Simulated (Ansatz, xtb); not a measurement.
**FGeH2Si: which of two structures lies lower**

Structure X is a doublet given by its coordinates and structure Y is a doublet given by its coordinates. Both are isolated molecules in the gas phase, relaxed with B3LYP/6-31G*.

X (Å):

```xyz
5

F    -1.4473   -1.7160   -0.3052
Ge    1.4847    0.2910    0.2683
Si   -0.6650   -0.6358    0.6126
H    -1.6153   -0.3528    1.7374
H     1.5581   -0.6135   -1.0585
```

Close contacts (Å): F1–Si3 1.62, Ge2–Si3 2.37, Ge2–H5 1.61, Si3–H4 1.50.

Y (Å):

```tsv
atom	x (Å)	y (Å)	z (Å)
F	-2.0843	-3.1560	1.8929
Ge	-4.1178	-2.6119	-0.9478
Si	-2.1447	-2.6573	0.3535
H	-0.7265	-2.2772	0.0443
H	-3.0698	-2.0438	-2.0424
```

Close contacts (Å): F1–Si3 1.62, Ge2–Si3 2.36, Ge2–H5 1.62, Si3–H4 1.50.

Task: Estimate which is lower in electronic energy at CCSD(T)/def2-SVP, and by roughly how much.

Result: Too close to call at this level: CCSD(T)/def2-SVP gives E(Y) − E(X) = −2.11 kJ/mol.

The same difference at several levels:

| level | geometry | E(Y) − E(X) (kJ/mol) | departure from the last row (kJ/mol) | job, with rough time for the two |
| --- | --- | --- | --- | --- |
| B3LYP/6-31G* | B3LYP/6-31G* | −1.96 | +0.15 | optimisation, 43 s |
| HF/def2-SVP | B3LYP/6-31G* | −1.62 | +0.49 | part of the CCSD(T) run |
| MP2/def2-SVP | B3LYP/6-31G* | −2.38 | −0.28 | part of the CCSD(T) run |
| CCSD(T)/def2-SVP | B3LYP/6-31G* | −2.11 |  | single point, 13 s |

The largest departure from CCSD(T)/def2-SVP is that of HF/def2-SVP, 0.49 kJ/mol. Levels run at GFN2-xTB geometries aren't shown.

With harmonic frequencies from B3LYP/6-31G* (ideal gas, rigid rotor, one conformer each, 298.15 K, 1 atm): on the last row, ΔE + ΔZPE = −2.54, ΔH = −2.52, ΔG = −2.44 kJ/mol.

Open shells are spin-unrestricted. The correlated steps freeze 15 core orbitals; the filled d shell of Ge is correlated, in a basis made for valence electrons. Programs: Ansatz 0.2.0; the last row on 1 thread of Intel(R) Xeon(R) 6975P-C (Granite Rapids) on a shared host.
